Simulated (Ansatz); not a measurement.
# Nudged elastic band run: F$_{2}$H$_{2}$SeSi$_{2}$

The input (input.yaml):

```yaml
crystal:
  periodic: [false, false, false]
  atoms:
    - { symbol: F, position_ang: [-0.466835, -2.056081, -1.136404] }
    - { symbol: Si, position_ang: [-0.831792, -0.69342, -0.333445] }
    - { symbol: Se, position_ang: [-0.258012, 1.269287, -1.354282] }
    - { symbol: Si, position_ang: [0.793854, 0.581454, 0.554688] }
    - { symbol: F, position_ang: [2.352807, 0.155064, 0.404237] }
    - { symbol: H, position_ang: [-2.243606, -0.822366, 0.101706] }
    - { symbol: H, position_ang: [0.714884, 1.498062, 1.7178] }
basis:
  gaussian: { orbitals: def2-SVP }
hamiltonian:
  xc: pbe0
neb:
  order_check: false
  images: 5
  f_tol: 0.05
  max_iterations: 60
  spring: 50.0
  final_atoms:
    - { symbol: F, position_ang: [0.3034482, -2.19484068, -1.25808888] }
    - { symbol: Si, position_ang: [-0.69256492, -1.67950239, -0.04691132] }
    - { symbol: Se, position_ang: [-0.90144388, 0.7976902, -1.0628451] }
    - { symbol: Si, position_ang: [0.68747704, 0.16161592, 0.62577995] }
    - { symbol: F, position_ang: [2.15872768, 0.51963143, 0.02939104] }
    - { symbol: H, position_ang: [-1.91421625, 1.21032587, -0.07749019] }
    - { symbol: H, position_ang: [0.41987214, 1.11707965, 1.7444645] }
  initial_path:
    images:
      - { positions_ang: [[-0.466835, -2.056081, -1.136404], [-0.831792, -0.69342, -0.333445], [-0.258012, 1.269287, -1.354282], [0.793854, 0.581454, 0.554688], [2.352807, 0.155064, 0.404237], [-2.243606, -0.822366, 0.101706], [0.714884, 1.498062, 1.7178]] }
      - { positions_ang: [[-0.32682833, -2.12059998, -1.0749991], [-0.80196468, -0.78738076, -0.22422313], [-0.41807296, 1.1944858, -1.26933522], [0.80456, 0.57046053, 0.56333734], [2.33740543, 0.16708097, 0.27030064], [-2.2062822, -0.51300326, -0.07447257], [0.67248275, 1.42095671, 1.76369203]] }
      - { positions_ang: [[-0.18682167, -2.18511897, -1.01359419], [-0.77213736, -0.88134151, -0.11500127], [-0.57813392, 1.1196846, -1.18438843], [0.81526599, 0.55946705, 0.57198668], [2.32200386, 0.17909794, 0.13636429], [-2.16895841, -0.20364053, -0.25065114], [0.63008151, 1.34385141, 1.80958406]] }
      - { positions_ang: [[-0.046815, -2.24963795, -0.95218929], [-0.74231003, -0.97530227, -0.0057794], [-0.73819488, 1.0448834, -1.09944165], [0.82597199, 0.54847358, 0.58063602], [2.30660229, 0.19111491, 0.00242793], [-2.13163461, 0.10572221, -0.42682971], [0.58768026, 1.26674612, 1.85547609]] }
      - { positions_ang: [[0.0699394, -2.2313722, -1.05415582], [-0.72572833, -1.21003564, -0.01949004], [-0.79261122, 0.96248567, -1.0872428], [0.779807, 0.41952102, 0.595684], [2.25731076, 0.30062042, 0.01141563], [-2.05916183, 0.47392343, -0.3103832], [0.53174422, 1.2168573, 1.81847223]] }
      - { positions_ang: [[0.1866938, -2.21310644, -1.15612235], [-0.70914663, -1.44476901, -0.03320068], [-0.84702755, 0.88008793, -1.07504395], [0.73364202, 0.29056847, 0.61073198], [2.20801922, 0.41012593, 0.02040333], [-1.98668904, 0.84212465, -0.1939367], [0.47580818, 1.16696848, 1.78146836]] }
      - { positions_ang: [[0.3034482, -2.19484068, -1.25808888], [-0.69256492, -1.67950239, -0.04691132], [-0.90144388, 0.7976902, -1.0628451], [0.68747704, 0.16161592, 0.62577995], [2.15872768, 0.51963143, 0.02939104], [-1.91421625, 1.21032587, -0.07749019], [0.41987214, 1.11707965, 1.7444645]] }
```

Launched with:

```bash
$ ansatz run input.yaml --threads 2 --pin off --max-ram 3072MiB --backend cpu --events-out ev --progress --plain --runs-dir out
```

Output, in part (warnings, iteration lines, the closing report on the highest movable image, with atoms numbered from 0):

```
NEB end point (image 0): max|allowed force component| = 1.080e-2 eV/Å (the criterion of neb.relax_end_points is 1.000e-2)
NEB end point (image 6): max|allowed force component| = 1.695e-2 eV/Å (the criterion of neb.relax_end_points is 1.000e-2)
NEB iter   1: max|band force component| = 4.362e0 eV/Å  barrier→ = 3.1086 eV  barrier← = 1.6288 eV  Δτ_max = 0.2000 Å  (186 SCF iters)
NEB iter   2: max|band force component| = 1.894e0 eV/Å  barrier→ = 2.1274 eV  barrier← = 0.6475 eV  Δτ_max = 0.1925 Å  (160 SCF iters)
NEB iter   3: max|band force component| = 1.331e0 eV/Å  barrier→ = 2.0683 eV  barrier← = 0.5884 eV  Δτ_max = 0.1290 Å  (147 SCF iters)
NEB iter   4: max|band force component| = 1.211e0 eV/Å  barrier→ = 1.9242 eV  barrier← = 0.4443 eV  Δτ_max = 0.1102 Å  (140 SCF iters)
NEB iter   5: max|band force component| = 6.689e-1 eV/Å  barrier→ = 1.7818 eV  barrier← = 0.3019 eV  Δτ_max = 0.0971 Å  (144 SCF iters)
NEB iter   6: max|band force component| = 6.967e-1 eV/Å  barrier→ = 1.7254 eV  barrier← = 0.2455 eV  Δτ_max = 0.0491 Å  (144 SCF iters)
NEB iter   7: max|band force component| = 3.747e-1 eV/Å  barrier→ = 1.7169 eV  barrier← = 0.2370 eV  CI = image 4  Δτ_max = 0.0783 Å  (139 SCF iters)
NEB iter   8: max|band force component| = 1.462e-1 eV/Å  barrier→ = 1.7120 eV  barrier← = 0.2321 eV  CI = image 4  Δτ_max = 0.0270 Å  (142 SCF iters)
NEB iter   9: max|band force component| = 8.139e-2 eV/Å  barrier→ = 1.7109 eV  barrier← = 0.2311 eV  CI = image 4  Δτ_max = 0.0436 Å  (141 SCF iters)
NEB iter  10: max|band force component| = 1.261e-1 eV/Å  barrier→ = 1.7110 eV  barrier← = 0.2311 eV  CI = image 4  Δτ_max = 0.0216 Å  (141 SCF iters)
NEB iter  11: max|band force component| = 2.455e-2 eV/Å  barrier→ = 1.7107 eV  barrier← = 0.2309 eV  CI = image 4  Δτ_max = 0.0000 Å  (270 SCF iters)
Total energy: -86536.43642734 eV, -3180.1553822015 hartree
Atom 0 at     0.160017    -2.277995    -0.934443 Å, force     0.008844    -0.007393    -0.009717 eV/Å
Atom 1 at    -0.830952    -1.472238     0.093422 Å, force    -0.009054     0.008356     0.011952 eV/Å
Atom 2 at    -0.809637     1.343318    -0.963915 Å, force     0.012478     0.000428     0.007152 eV/Å
Atom 3 at     0.621224     0.362524     0.581088 Å, force     0.018534     0.012404    -0.015687 eV/Å
Atom 4 at     2.110987     0.374026    -0.077704 Å, force    -0.017261    -0.004234     0.004537 eV/Å
Atom 5 at    -1.911747     0.411186    -0.560374 Å, force    -0.007363    -0.006238    -0.000019 eV/Å
Atom 6 at     0.721408     1.191180     1.816226 Å, force    -0.006178    -0.003324     0.001784 eV/Å
Dipole moment:    -0.295414     0.048362     0.378268 e Å
```

The run converged. Another band between the same ends (5 images) ends at a top of the same energy, where a vibrational analysis finds 1 clearly imaginary mode. The orbitals stay closed-shell, which can raise the energy where a bond breaks towards radicals; this wasn't checked here.

Final band (atoms are numbered from 1 in the order of the input):

```csv
image,path coordinate (Å),energy (eV),Si2–H6 (Å),Se3–H6 (Å)
0,0.00,0.00,1.48,3.23
1,0.63,0.24,1.47,2.92
2,1.26,1.11,1.48,2.39
3,1.88,1.69,1.68,1.76
4,2.51,1.71,2.27,1.50
5,3.16,1.59,2.69,1.47
6,3.80,1.48,3.14,1.47
```

Time of the run: 59 s on 2 threads of AMD EPYC 9R45 96-Core Processor (Zen 5), with other jobs on the host, peak memory 0.27 GiB.
